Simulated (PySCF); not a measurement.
## ORD: SMILES C=C(C)/C(C)=C/B(C)C, C$_{8}$H$_{15}$B

Geometry:
```tsv
atom	x (Å)	y (Å)	z (Å)
C1	3.034	-0.286	-0.452
C2	1.956	0.096	0.258
C3	2.143	0.768	1.590
C4	0.579	-0.148	-0.235
C5	0.445	-0.827	-1.568
C6	-0.500	0.255	0.487
B7	-2.026	0.133	0.198
C8	-2.954	1.247	0.823
C9	-2.713	-1.052	-0.584
H10	4.044	-0.116	-0.070
H11	2.956	-0.777	-1.423
H12	1.664	0.195	2.399
H13	1.696	1.774	1.600
H14	3.210	0.868	1.828
H15	0.989	-0.270	-2.347
H16	-0.600	-0.905	-1.881
H17	0.875	-1.842	-1.542
H18	-0.267	0.807	1.407
H19	-2.481	2.239	0.887
H20	-3.939	1.339	0.340
H21	-3.147	0.933	1.869
H22	-2.111	-1.965	-0.697
H23	-3.681	-1.315	-0.126
H24	-2.966	-0.689	-1.599
```

Computed, not measured: TDDFT CAM-B3LYP/def2-SVPD circular dichroism and optical rotation, one conformer, gas phase in PySCF 2.14.0. Geometry: PBE0-D3(BJ)/def2-SVP.

States above about 7.9 eV (minus the energy of the highest occupied orbital) lie near or above the ionisation threshold and depend on the basis. No stereocentre is labelled: unless the shape is locked (an allene, a helicene, a hindered biaryl), the mirror image is equally populated and a measured rotation or CD is zero.

Q: Give the optical rotatory dispersion at 633, 589.3, 546, 436, 405, 365, 355 nm.

A: [α] in deg dm⁻¹ (g/mL)⁻¹:
| λ (nm) | origin-invariant length gauge | modified velocity gauge | length gauge (centre of mass) | isotropic polarisability (au) |
| --- | --- | --- | --- | --- |
| 633 | -748.4 | -739.7 | -748.0 | 126.1 |
| 589.3 | -907.3 | -896.6 | -906.7 | 127.2 |
| 546 | -1125.4 | -1112.1 | -1124.7 | 128.5 |
| 436 | -2321.7 | -2293.0 | -2319.7 | 135.0 |
| 405 | -3075.6 | -3037.1 | -3072.6 | 138.4 |
| 365 | -4860.9 | -4799.1 | -4855.4 | 145.6 |
| 355 | -5585.5 | -5514.3 | -5578.9 | 148.3 |

Q: And for the mirror image at 589.3 nm?

A: +907.3 deg dm⁻¹ (g/mL)⁻¹ (origin-invariant length gauge): the same size and the opposite sign.

Q: What is the molar rotation [Φ] = [α]·M/100 of the geometry above at 589.3 nm?

A: With M = 122.02 g/mol, -1107.1 deg cm² dmol⁻¹ (origin-invariant length gauge).

The first excitation lies at 4.82 eV (257 nm) with R = -116.8 × 10⁻⁴⁰ esu² cm² (velocity form).
